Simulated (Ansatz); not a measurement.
A run on BGeH$_{6}$N (`N[BH][GeH3]`) with other settings.

```yaml
crystal:
  periodic: [false, false, false]
  atoms:
    - {symbol: N, position_ang: [-0.963623, 0.702941, -1.377095]}
    - {symbol: B, position_ang: [0.372615, 0.711453, -0.352432]}
    - {symbol: Ge, position_ang: [0.565766, -0.971984, 1.067617]}
    - {symbol: H, position_ang: [-1.390564, 0.036627, -1.533720]}
    - {symbol: H, position_ang: [-1.272430, 1.671783, -1.998286]}
    - {symbol: H, position_ang: [0.627978, 1.779229, -0.020476]}
    - {symbol: H, position_ang: [2.047953, -1.010168, 0.840261]}
    - {symbol: H, position_ang: [0.072671, -2.070205, 0.371222]}
    - {symbol: H, position_ang: [0.180219, -0.722523, 2.676460]}
basis:
  gaussian: {orbitals: ANO-RCC-VTZP, nuclear_model: gaussian}
total_charge: -1
magnetization: {spin_polarized: true, initial_magnetization: 1}
hamiltonian: {xc: {name: CAM-B3LYP}}
accuracy: high
output: {forces: true}
```

```sh
$ ansatz run in.yaml --threads 2 --pin off --events-out ev --progress --plain --max-ram 4352MiB
```

Output, abridged:

```
Functional definition: CAM-B3LYP
3600 factors; integrals over basis functions are off by at most 4.1e-9 eV
656 factors; integrals over basis functions are off by at most 1.7e-9 eV
mean field evaluation 1: about -59374.1767 eV, gradient 2.6e1 eV
mean field evaluation 2: about -59372.6095 eV, gradient 3.4e1 eV
mean field evaluation 4: about -59376.6166 eV, gradient 9.8e-1 eV
mean field evaluation 8: about -59376.6882 eV, gradient 2.2e-1 eV
mean field evaluation 16: about -59376.6903 eV, gradient 8.6e-3 eV
mean field evaluation 32: about -59376.6903 eV, gradient 2.4e-5 eV
mean field -59376.69029756 eV, -2182.0531214691 hartree, gradient 8.6e-8 eV, S^2 0.757357; 4 other end points of the search recorded, 0 dependent functions left out
reference -59376.69031500 eV, -2182.0531221099 hartree; 26, 25 occupied and 161, 162 virtual orbitals, 3600 factors
Total energy: -59376.69031500 eV, -2182.0531221099 hartree
Relativity: scalar
Atom 0 at    -0.963623     0.702941    -1.377095 Å, force    10.916635    18.713218     3.421991 eV/Å
Atom 1 at     0.372615     0.711453    -0.352432 Å, force    -3.288131    -1.992077    -1.756790 eV/Å
Atom 2 at     0.565766    -0.971984     1.067617 Å, force     0.469744     5.046656     0.435606 eV/Å
Atom 3 at    -1.390564     0.036627    -1.533720 Å, force    -9.539546   -14.712816    -3.860080 eV/Å
Atom 4 at    -1.272430     1.671783    -1.998286 Å, force     1.192731    -4.100026     2.578455 eV/Å
Atom 5 at     0.627978     1.779229    -0.020476 Å, force     0.501940     1.258672     0.401230 eV/Å
Atom 6 at     2.047953    -1.010168     0.840261 Å, force     0.840701    -0.498642     0.665280 eV/Å
Atom 7 at     0.072671    -2.070205     0.371222 Å, force    -1.351362    -2.990612    -0.949071 eV/Å
Atom 8 at     0.180219    -0.722523     2.676460 Å, force     0.257289    -0.724373    -0.936621 eV/Å
Dipole moment:    -0.186104    -0.436370     0.267757 e Å
```

It took 120 s on 2 threads of an AMD EPYC 9R45 on a shared host, with 1.7 GiB of host memory at the peak.
